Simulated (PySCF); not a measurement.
## `C/C=C\[P@H](=O)CC(C)=O`, C6H11O2P

Geometry:
| atom | x (Å) | y (Å) | z (Å) |
| --- | --- | --- | --- |
| C1 | -3.106 | 0.769 | -0.893 |
| C2 | -2.796 | -0.527 | -0.238 |
| C3 | -1.573 | -0.912 | 0.097 |
| P4 | -0.108 | 0.090 | -0.263 |
| O5 | 0.298 | 0.132 | -1.672 |
| C6 | 1.200 | -0.586 | 0.845 |
| C7 | 2.307 | 0.417 | 0.640 |
| C8 | 3.350 | 0.010 | -0.354 |
| O9 | 2.277 | 1.491 | 1.188 |
| H10 | -3.672 | 1.409 | -0.215 |
| H11 | -2.187 | 1.274 | -1.187 |
| H12 | -3.719 | 0.604 | -1.778 |
| H13 | -3.643 | -1.171 | -0.029 |
| H14 | -1.392 | -1.870 | 0.566 |
| H15 | -0.324 | 1.340 | 0.308 |
| H16 | 0.844 | -0.580 | 1.874 |
| H17 | 1.466 | -1.593 | 0.520 |
| H18 | 3.835 | -0.912 | -0.043 |
| H19 | 2.846 | -0.172 | -1.304 |
| H20 | 4.091 | 0.796 | -0.475 |

Method: GIAO PBE0/pcSseg-1 magnetisability, rotational g tensor and spin-rotation constants, non-relativistic, gas phase (PySCF). Geometry: GFN2-xTB.

Problem. Give the nuclear spin-rotation constants along the inertial axes (H = +C I·J) beside the isotropic shieldings.

Solution. Rotational constants 3.2478, 0.7029, 0.6889 GHz. A star marks the isotopologue with that one atom substituted, in its own axes.
| atom | isotope | Caa (kHz) | Cbb (kHz) | Ccc (kHz) | mean (kHz) | σ (ppm) |
| --- | --- | --- | --- | --- | --- | --- |
| P4 | 31P | 5.563 | 0.841 | 1.212 | 2.539 | 329.0 |
| H10 | 1H | -0.297 | -0.035 | -0.036 | -0.123 | 29.8 |
| H11 | 1H | -0.012 | -0.066 | -0.053 | -0.044 | 28.8 |
| H12 | 1H | -0.114 | -0.031 | -0.075 | -0.074 | 29.6 |
| H13 | 1H | 0.099 | -0.061 | -0.034 | 0.002 | 24.8 |
| H14 | 1H | -0.321 | -0.065 | 0.045 | -0.114 | 25.8 |
| H15 | 1H | -0.240 | -0.060 | 0.046 | -0.085 | 24.1 |
| H16 | 1H | -0.336 | 0.028 | -0.091 | -0.133 | 29.4 |
| H17 | 1H | -0.339 | -0.083 | 0.033 | -0.130 | 28.4 |
| H18 | 1H | -0.274 | -0.077 | 0.005 | -0.115 | 29.4 |
| H19 | 1H | -0.182 | 0.003 | -0.082 | -0.087 | 28.6 |
| H20 | 1H | -0.094 | -0.072 | -0.037 | -0.068 | 29.6 |
| C1 | 13C* | 0.556 | 0.096 | 0.090 | 0.247 | 165.1 |
| C2 | 13C* | 1.379 | 0.148 | 0.286 | 0.605 | 30.6 |
| C3 | 13C* | 1.036 | 0.152 | 0.283 | 0.490 | 54.6 |
| O5 | 17O* | -0.208 | -0.184 | -0.050 | -0.147 | 236.4 |
| C6 | 13C* | 0.584 | 0.129 | 0.145 | 0.286 | 136.0 |
| C7 | 13C* | 1.430 | 0.282 | 0.308 | 0.673 | -22.0 |
| C8 | 13C* | 0.511 | 0.108 | 0.138 | 0.253 | 149.4 |
| O9 | 17O* | -1.440 | -0.370 | -0.562 | -0.791 | -331.8 |

For the geometry as given, no vibrational averaging.
